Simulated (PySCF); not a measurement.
PySCF job for C₂H₈BeSi, SMILES [CH2]([Be][SiH3])C, PBE0/pcSseg-1. Geometry: PBE0-D3(BJ)/def2-SVP. The structure was generated by enumeration; whether it is a known compound was not checked. The values are those of a single conformer.

```python
import numpy as np
from pyscf import gto, scf, dft
from pyscf.prop.nmr import rks as nmr

mol = gto.M(
    atom='''
    Be    0.24375755   -0.20910327   -0.01462298
    C    -0.19031412   -1.20310118   -1.30358255
    C    -1.51394644   -0.89300085   -2.01555095
    H    -0.20231007   -2.24936187   -0.93561470
    H     0.64003472   -1.18665199   -2.03874175
    H    -1.52172306    0.12207123   -2.44468142
    H    -2.37391103   -0.95361765   -1.32896886
    H    -1.71831346   -1.59094652   -2.84443956
    Si    0.82219499    1.07437017    1.66213277
    H     0.36036921    0.53196951    2.98359736
    H     0.24534960    2.45557161    1.54480564
    H     2.31030752    1.24280840    1.76747734
    ''',
    basis='pcSseg-1',
    charge=0,
    spin=0,
    max_memory=1600,
    verbose=3,
)
mf = dft.RKS(mol, xc='pbe0')
mf.grids.level = 3
mf.conv_tol = 1e-10
mf.max_cycle = 100
mf.kernel()
n = nmr.NMR(mf)
n.verbose = 2
n.max_cycle_cphf = 60
sigma = n.kernel()
print('atom   isotropic/ppm   span/ppm')
for i, s in enumerate(sigma):
    w = np.linalg.eigvalsh((s + s.T) / 2)
    print(f'{mol.atom_symbol(i):2s}{i + 1:3d} {w.mean():14.3f} {w[2] - w[0]:11.3f}')
```

It prints:

```
converged SCF energy = -384.959920454518
atom   isotropic/ppm   span/ppm
Be  1         69.444     130.137
C   2        174.097      26.478
C   3        177.019      14.498
H   4         31.204       9.034
H   5         31.201       9.060
H   6         30.338      10.124
H   7         30.341      10.091
H   8         30.144      11.869
Si  9        495.880      17.661
H  10         28.385       7.897
H  11         28.366       7.736
H  12         28.395       7.924
```

The run converged.

Cost: roughly 27 core-seconds.
